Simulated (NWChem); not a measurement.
System: C2H2ClFOSi; SMILES C#C[Si@@](O)(F)Cl

The following NWChem deck was run.

```
start job
memory heap 200 mb stack 900 mb global 1100 mb
geometry units angstroms noautoz
  C      1.007211     2.713581    -0.064184
  C      0.436846     1.627975    -0.027052
  Si    -0.378450     0.009813     0.007008
  O     -1.385807    -0.036797     1.314577
  F     -1.217069    -0.204780    -1.371474
  Cl     1.013248    -1.511137     0.069355
  H      1.509361     3.672581    -0.093549
  H     -1.772398    -0.904874     1.526709
end
basis spherical
  * library def2-svp
end
dft
  xc m06-2x
  grid xcoarse
  iterations 150
  mulliken
end
task dft gradient
```

Parts of the log:

```
             Northwest Computational Chemistry Package (NWChem) 7.3.0
             --------------------------------------------------------

 C1  symmetry detected

                             Geometry "geometry" -> ""
                             -------------------------

 Output coordinates in angstroms (scale by  1.889725989 to convert to a.u.)

  No.       Tag          Charge          X              Y              Z
 ---- ---------------- ---------- -------------- -------------- --------------
    1 C                    6.0000     1.02457717     2.70005092    -0.02840998
    2 C                    6.0000     0.45856795     1.61179422    -0.00461222
    3 Si                  14.0000    -0.35069760    -0.00969403     0.00884208
    4 O                    8.0000    -1.32978666    -0.09051640     1.33606838
    5 F                    9.0000    -1.21784223    -0.19509947    -1.35615962
    6 Cl                  17.0000     1.04681387    -1.52658319     0.00595440
    7 H                    1.0000     1.52295305     3.66130601    -0.04596146
    8 H                    1.0000    -1.70901993    -0.96471981     1.53597033

 Effective nuclear repulsion energy (a.u.)     343.4767383653

                                 NWChem DFT Module
                                 -----------------

 Summary of "ao basis" -> "ao basis" (spherical)
 ------------------------------------------------------------------------------
       Tag                 Description            Shells   Functions and Types
 ---------------- ------------------------------  ------  ---------------------
 C                          def2-svp                 6       14   3s2p1d
 Si                         def2-svp                 8       18   4s3p1d
 O                          def2-svp                 6       14   3s2p1d
 F                          def2-svp                 6       14   3s2p1d
 Cl                         def2-svp                 8       18   4s3p1d
 H                          def2-svp                 3        5   2s1p

            General Information
            -------------------
          SCF calculation type: DFT
          Wavefunction type:  closed shell.
          No. of atoms     :     8
          No. of electrons :    62
           Alpha electrons :    31
            Beta electrons :    31
          Charge           :     0
          Spin multiplicity:     1
          Use of symmetry is: off; symmetry adaption is: off
          Maximum number of iterations: 150
          AO basis - number of functions:   102
                     number of shells:    46
          Convergence on energy requested:  1.00D-06
          Convergence on density requested:  1.00D-05
          Convergence on gradient requested:  5.00D-04

              XC Information
              --------------
                       M06-2X Method XC Functional
                     Hartree-Fock (Exact) Exchange  0.540
                        M06-2X Exchange Functional  1.000
                      M06-2X Correlation Potential  1.000

             Grid Information
             ----------------
          Grid used for XC integration:  xcoarse
          Radial quadrature: Mura-Knowles
          Angular quadrature: Lebedev.
          Tag              B.-S. Rad. Rad. Pts. Rad. Cut. Ang. Pts.
          ---              ---------- --------- --------- ---------
          C                   0.70       21          11.0       194
          Si                  1.10       42          10.0       194
          O                   0.60       21          12.0       194
          F                   0.50       21          12.0       194
          Cl                  1.00       42          12.0       194
          H                   0.35       21          13.0       194
          Grid pruning is: on
          Number of quadrature shells:   210
          Spatial weights used:  Erf1

      Superposition of Atomic Density Guess
      -------------------------------------

 Sum of atomic energies:        -998.29390785

      Non-variational initial energy
      ------------------------------

 Total energy =   -1000.140971
 1-e energy   =   -2063.301936
 2-e energy   =     719.684227
 HOMO         =      -0.362921
 LUMO         =       0.007400

     ---------------------------------------------
      Total Density - Mulliken Population Analysis
     ---------------------------------------------

    Atom       Charge   Shell Charges
 -----------   ------   -------------------------------------------------------
    1 C    6     6.12   1.99  0.98  0.56  1.81  0.74  0.03
    2 C    6     6.26   1.99  1.01  0.32  1.96  0.95  0.02
    3 Si  14    12.40   2.00  1.99  0.80  0.05  5.93  0.81  0.48  0.34
    4 O    8     8.75   1.99  1.10  0.64  3.07  1.95  0.00
    5 F    9     9.57   1.99  1.14  0.78  3.51  2.14  0.00
    6 Cl  17    17.39   2.00  1.99  1.22  0.72  5.94  2.15  3.36  0.01
    7 H    1     0.87   0.62  0.22  0.02
    8 H    1     0.64   0.51  0.07  0.06

   convergence    iter        energy       DeltaE   RMS-Dens  Diis-err
 ---------------- ----- ----------------- --------- --------- ---------
 d= 0,ls=0.0,diis     1  -1001.6034346548 -1.35D+03  1.28D-02  9.07D-01
 d= 0,ls=0.0,diis     2  -1001.6317473341 -2.83D-02  5.65D-03  8.80D-01
 d= 0,ls=0.0,diis     3  -1001.7093073478 -7.76D-02  9.36D-04  1.54D-02
 d= 0,ls=0.0,diis     4  -1001.7105225763 -1.22D-03  3.52D-04  1.61D-03
 d= 0,ls=0.0,diis     5  -1001.7106852118 -1.63D-04  1.22D-04  2.97D-04
  Resetting Diis
 d= 0,ls=0.0,diis     6  -1001.7107162943 -3.11D-05  4.83D-05  5.62D-05
 d= 0,ls=0.0,diis     7  -1001.7107239803 -7.69D-06  1.45D-05  8.89D-07
 d= 0,ls=0.0,diis     8  -1001.7107239406  3.98D-08  7.46D-06  1.28D-06

         Total DFT energy =    -1001.710723940576
      One electron energy =    -2066.351126219259
           Coulomb energy =      800.876780229452
    Exchange-Corr. energy =      -79.713116316087
 Nuclear repulsion energy =      343.476738365318

 Numeric. integr. density =       62.001745851071

                       DFT Final Molecular Orbital Analysis
                       ------------------------------------

 Vector   29  Occ=2.000000D+00  E=-3.997512D-01
              MO Center=  6.4D-01, -1.2D+00,  1.5D-01, r^2= 2.4D+00
   Bfn.  Coefficient  Atom+Function         Bfn.  Coefficient  Atom+Function
  ----- ------------  ---------------      ----- ------------  ---------------
    87      0.583710  6 Cl pz                84      0.434873  6 Cl pz
    81      0.249601  6 Cl pz                50     -0.220443  4 O  px
    53     -0.166428  4 O  px                51      0.102153  4 O  py
    64     -0.092210  5 F  px                54      0.075122  4 O  py
    67      0.073362  5 F  px                85     -0.067312  6 Cl px

 Vector   30  Occ=2.000000D+00  E=-3.672167D-01
              MO Center=  7.0D-01,  2.0D+00, -1.3D-02, r^2= 1.7D+00
   Bfn.  Coefficient  Atom+Function         Bfn.  Coefficient  Atom+Function
  ----- ------------  ---------------      ----- ------------  ---------------
    20      0.415037  2 C  pz                 6      0.411805  1 C  pz
    23      0.254224  2 C  pz                 9      0.240302  1 C  pz
    87     -0.091446  6 Cl pz                84     -0.065812  6 Cl pz
    65     -0.054954  5 F  py                50     -0.046369  4 O  px
    68      0.043439  5 F  py                64     -0.039564  5 F  px

 Vector   31  Occ=2.000000D+00  E=-3.642976D-01
              MO Center=  7.5D-01,  1.8D+00, -1.2D-02, r^2= 2.6D+00
   Bfn.  Coefficient  Atom+Function         Bfn.  Coefficient  Atom+Function
  ----- ------------  ---------------      ----- ------------  ---------------
     4      0.358500  1 C  px                18      0.346750  2 C  px
     7      0.210200  1 C  px                21      0.205489  2 C  px
    19     -0.197854  2 C  py                86     -0.193745  6 Cl py
     5     -0.179165  1 C  py                83     -0.142429  6 Cl py
    22     -0.123747  2 C  py                 8     -0.109062  1 C  py

 Vector   32  Occ=0.000000D+00  E= 1.587951D-02
              MO Center=  4.4D-01,  1.6D+00,  2.1D-02, r^2= 3.7D+00
   Bfn.  Coefficient  Atom+Function         Bfn.  Coefficient  Atom+Function
  ----- ------------  ---------------      ----- ------------  ---------------
     7      0.531722  1 C  px                21     -0.423865  2 C  px
    39     -0.344690  3 Si px                 4      0.336884  1 C  px
    18     -0.247208  2 C  px                 8     -0.241793  1 C  py
    22      0.232229  2 C  py                86      0.228804  6 Cl py
    49     -0.189749  4 O  s                 36     -0.186118  3 Si px

[...]

                         DFT ENERGY GRADIENTS

    atom               coordinates                        gradient
                 x          y          z           x          y          z
   1 C       1.936170   5.102356  -0.053687    0.015513   0.030047  -0.000728
   2 C       0.866568   3.045849  -0.008716   -0.017912  -0.033614   0.001493
   3 Si     -0.662722  -0.018319   0.016709    0.008943   0.001041   0.000553
   4 O      -2.512932  -0.171051   2.524803   -0.004352   0.013833   0.011976
   5 F      -2.301388  -0.368685  -2.562770   -0.008569  -0.001160  -0.014405
   6 Cl      1.978191  -2.884824   0.011252    0.006651  -0.006004   0.000031
   7 H       2.877964   6.918865  -0.086855    0.004018   0.007532  -0.000168
   8 H      -3.229579  -1.823056   2.902563   -0.004293  -0.011674   0.001248
```

Level: M06-2X/def2-SVP. Geometry: optimised at PBE-D3(BJ)/def2-SVP.
